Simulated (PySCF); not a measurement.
EPR parameters of [C6H7NO2]-

Species: C6H7NO2 (charge -1 and doublet state).
Geometry (GFN2-xTB, Å), atoms numbered from 1 in this order:
```
atom  x, y, z in Å
C1     2.4739   -0.0467    0.7711
N2     1.6474   -0.5924   -0.2969
C3     0.2644   -0.2804   -0.2049
C4    -0.2507    0.9500   -0.3952
C5    -1.6567    1.2538   -0.2285
O6    -2.1480    2.4137   -0.4200
C7    -2.4057    0.1186    0.2083
C8    -1.8569   -1.1138    0.3737
O9    -0.4954   -1.4154    0.1208
H10    2.2300   -0.4417    1.7694
H11    2.3349    1.0329    0.7909
H12    3.5233   -0.2646    0.5561
H13    1.7320   -1.6061   -0.3152
H14    0.4277    1.7490   -0.6622
H15   -3.4587    0.2362    0.4327
H16   -2.3691   -1.9843    0.7562
```

The hyperfine couplings belong to this conformer and change with its torsions.

The species is `CNC1=C[C]([O-])C=CO1` [radical] (charge -1).

Computed with PySCF 2.14.0, UKS B3LYP, pcH-1 on C H N O, non-relativistic, mean-field spin-orbit, GIAO. Whether the extra electron is bound in the gas phase wasn't checked; a finite basis holds it in any case. A GFN2-xTB geometry isn't a minimum of the functional, and hyperfine couplings can be far from their values at a DFT geometry, by a factor of two or more for some ions and for spin on atoms past the first row. The SCF solution wasn't tested for stability.

```json
{
 "g1, g2, g3": "2.00199, 2.00484, 2.00561",
 "g_iso": "2.00414",
 "Form of g": "rhombic: the two nearest values differ by 21 % of g3 − g1",
 "⟨S²⟩": "0.7678 (exact 0.7500)",
 "HOMO–LUMO gap, α and β orbitals": "1.84, 4.90 eV",
 "Total energy": "-438.02371 Eh",
 "Basis functions": "295"
}
```

Isotropic coupling and dipolar principal values T1 to T3, in MHz:

```json
{"atom": "C1", "isotope": "13C", "a_iso": "50.6", "T1": "-0.9", "T2": "-0.6", "T3": "1.5", "Mulliken spin population": "0.00"}
{"atom": "N2", "isotope": "14N", "a_iso": "0.2", "T1": "-0.6", "T2": "-0.4", "T3": "1.0", "Mulliken spin population": "0.00"}
{"atom": "C3", "isotope": "13C", "a_iso": "25.5", "T1": "-20.2", "T2": "-18.4", "T3": "38.6", "Mulliken spin population": "0.20"}
{"atom": "C4", "isotope": "13C", "a_iso": "-23.4", "T1": "-14.3", "T2": "6.4", "T3": "7.9", "Mulliken spin population": "-0.12"}
{"atom": "C5", "isotope": "13C", "a_iso": "14.7", "T1": "-23.0", "T2": "-19.4", "T3": "42.4", "Mulliken spin population": "0.25"}
{"atom": "O6", "isotope": "17O", "a_iso": "-21.9", "T1": "-80.9", "T2": "39.5", "T3": "41.4", "Mulliken spin population": "0.23"}
{"atom": "C7", "isotope": "13C", "a_iso": "-25.2", "T1": "-6.8", "T2": "1.9", "T3": "4.9", "Mulliken spin population": "-0.09"}
{"atom": "C8", "isotope": "13C", "a_iso": "43.5", "T1": "-37.7", "T2": "-36.0", "T3": "73.6", "Mulliken spin population": "0.43"}
{"atom": "O9", "isotope": "17O", "a_iso": "-22.6", "T1": "-53.5", "T2": "26.3", "T3": "27.2", "Mulliken spin population": "0.09"}
{"atom": "H10", "isotope": "1H", "a_iso": "-0.1", "T1": "-1.8", "T2": "-0.5", "T3": "2.3", "Mulliken spin population": "0.01"}
{"atom": "H11", "isotope": "1H", "a_iso": "0.9", "T1": "-1.7", "T2": "-0.5", "T3": "2.2", "Mulliken spin population": "0.00"}
{"atom": "H12", "isotope": "1H", "a_iso": "1.0", "T1": "-1.3", "T2": "-1.2", "T3": "2.5", "Mulliken spin population": "0.02"}
{"atom": "H13", "isotope": "1H", "a_iso": "1.4", "T1": "-2.4", "T2": "-1.5", "T3": "4.0", "Mulliken spin population": "0.01"}
{"atom": "H14", "isotope": "1H", "a_iso": "4.8", "T1": "-3.3", "T2": "-0.6", "T3": "3.9", "Mulliken spin population": "0.00"}
{"atom": "H15", "isotope": "1H", "a_iso": "1.9", "T1": "-3.6", "T2": "0.9", "T3": "2.7", "Mulliken spin population": "0.00"}
{"atom": "H16", "isotope": "1H", "a_iso": "-30.7", "T1": "-18.4", "T2": "0.2", "T3": "18.1", "Mulliken spin population": "-0.02"}
```

The Mulliken spin populations are largest on C8 (+0.43), C5 (+0.25), O6 (+0.23) and C3 (+0.20). Four atoms exceed +0.15.

The SMILES `CNC1=C[C]([O-])C=CO1` draws the unpaired electron on C5, whose computed spin population is only +0.25.

Axes: g3 points within 15° of the C5–O6 bond.

Under fast tumbling the dipolar parts average out, and these isotropic splittings remain: 1 × 1H (H16, I = 1/2, 2 lines) with 1.10 mT, 1 × 1H (H14, I = 1/2, 2 lines) with 0.17 mT, 1 × 1H (H15, I = 1/2, 2 lines) with 0.07 mT and 1 × 1H (H13, I = 1/2, 2 lines) with 0.05 mT.

The 13C coupling of C1 (50.6 MHz) shows only in satellite lines or after enrichment, since that isotope makes up about 1.07 % of natural carbon.

The 17O coupling of O9 (-22.6 MHz) shows only in satellite lines or after enrichment, since that isotope makes up about 0.038 % of natural oxygen.

The spin density at the nucleus, in bohr⁻³, is negative for C7 (-0.0224), C4 (-0.0208) and H16 (-0.0069), for instance. A restricted open-shell determinant has no negative spin density anywhere; here it arises because α and β orbitals differ (spin polarisation).
